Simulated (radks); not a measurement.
Values are calculated unless marked as measured or tabulated.
Ionisation of neutral boron, [He] 2s2 2p1, to B+, [He] 2s2, under several functionals. Dirac Kohn-Sham, spin-unpolarised, spherical densities, point nucleus; open shells fill j = l - 1/2 first; a radial shooting solver on a logarithmic mesh with Libxc functionals.

[
 {"functional": "HCTH/407", "E(B) (hartree)": "-24.64643", "Exc (hartree)": "-3.84374", "IE (eV)": "8.300", "-e(HOMO) (eV)": "3.739", "<r> HOMO (bohr)": "2.346", "IE error (eV)": "+0.002"},
 {"functional": "AM05", "E(B) (hartree)": "-24.40774", "Exc (hartree)": "-3.58653", "IE (eV)": "8.123", "-e(HOMO) (eV)": "3.539", "<r> HOMO (bohr)": "2.304", "IE error (eV)": "-0.175"},
 {"functional": "RPBE", "E(B) (hartree)": "-24.65791", "Exc (hartree)": "-3.85768", "IE (eV)": "8.186", "-e(HOMO) (eV)": "3.588", "<r> HOMO (bohr)": "2.323", "IE error (eV)": "-0.112"},
 {"functional": "OLYP", "E(B) (hartree)": "-24.64666", "Exc (hartree)": "-3.84834", "IE (eV)": "8.045", "-e(HOMO) (eV)": "3.456", "<r> HOMO (bohr)": "2.356", "IE error (eV)": "-0.253"},
 {"functional": "SOGGA", "E(B) (hartree)": "-24.44056", "Exc (hartree)": "-3.62452", "IE (eV)": "8.048", "-e(HOMO) (eV)": "3.472", "<r> HOMO (bohr)": "2.309", "IE error (eV)": "-0.250"},
 {"functional": "LDA (Slater exchange, Perdew-Zunger correlation)", "E(B) (hartree)": "-24.35069", "Exc (hartree)": "-3.52394", "IE (eV)": "8.329", "-e(HOMO) (eV)": "3.722", "<r> HOMO (bohr)": "2.289", "IE error (eV)": "+0.031"},
 {"functional": "LDA (Slater exchange, VWN5 correlation)", "E(B) (hartree)": "-24.35169", "Exc (hartree)": "-3.52512", "IE (eV)": "8.325", "-e(HOMO) (eV)": "3.716", "<r> HOMO (bohr)": "2.288", "IE error (eV)": "+0.026"}
]

NIST Atomic Spectra Database: 8.298 eV (measured). Closest: HCTH/407. The Delta-SCF values span 0.28 eV, the total energies 0.31 hartree. The highest occupied level is 2p1/2. Spin polarisation and multiplet splitting are left out, so open shells lie too high by an amount that depends on their filling.

Beside tabulated values, note that spin-unpolarised runs miss the spin-polarisation part of the exchange energy of open shells.
